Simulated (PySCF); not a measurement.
**Calculated properties of `CC[C@H](O)C(C)(Cl)Cl`**

C₅H₁₀Cl₂O.
Z-matrix (Å and degrees, PBE0-D3(BJ)/def2-SVP geometry), rows numbered from 1:
```
C 
C   1  1.5196
C   2  1.5235  1  111.96
O   3  1.4007  2  112.12  1   -59.04
C   3  1.5431  2  115.08  1   175.61
C   5  1.5110  3  112.77  2  -178.38
Cl  5  1.8112  3  108.11  2    62.03
Cl  5  1.7905  3  109.93  2   -56.50
H   1  1.1016  2  111.32  3   -64.30
H   1  1.0996  2  111.15  3   175.68
H   1  1.0996  2  110.78  3    55.22
H   2  1.0996  1  110.76  3   121.98
H   2  1.1032  1  110.49  3  -120.66
H   3  1.1042  2  108.93  1    57.99
H   4  0.9675  3  106.68  2   -62.86
H   6  1.0997  5  109.25  3    63.11
H   6  1.0973  5  110.41  3  -176.90
H   6  1.0974  5  109.15  3   -55.85
```

Among its groups: alcohol and C–Cl bond.

**PBE0-D3(BJ)/def2-SVP geometry optimisation, gas phase (PySCF)**

```
Point group                  : C1
Rotational constants A, B, C : 1.709, 1.070, 0.923 GHz
```

**PBE0/def2-SVPD ground state and vertical TDDFT (core frozen in the response) (PySCF)**

```
Dipole moment                                                     : 0.65 D
HOMO energy                                                       : -8.27 eV
LUMO energy                                                       : -0.25 eV
HOMO–LUMO gap                                                     : 8.02 eV
Lowest singlet excitation                                         : 6.64 eV (187 nm, f = 0.001)
Strongest line among the 6 lowest singlet transitions             : S2 at 6.99 eV (177 nm, f = 0.020)
Static isotropic polarisability                                   : 93.9 au
Electronic spatial extent ⟨r²⟩ about the centre of nuclear charge : 1450 bohr²
```

Monoisotopic mass from the formula: 156.0109 u.

A dipole of 0.65 D is allowed in C1, and pure rotational transitions are dipole-allowed. S1 lies 1.38 eV below the HOMO–LUMO gap; its leading configuration is HOMO→LUMO, weight 0.91. With B = h/(8π²I), that is 505.379 GHz u Å² over I, the principal moments of inertia are 295.8, 472.1 and 547.4 u Å² (most abundant isotopes). No computed singlet falls in the visible range (750 to 380 nm, 1.65 to 3.26 eV); S1 lies 3.38 eV above its blue end. The largest Löwdin shares of the HOMO are 0.38 on O4, 0.18 on Cl8, 0.09 on C3 and 0.09 on C5.

For the geometry optimisation (PBE0-D3(BJ)/def2-SVP), rough CPU time on one thread of a shared machine: about 70 s.

One conformer stands for the species.
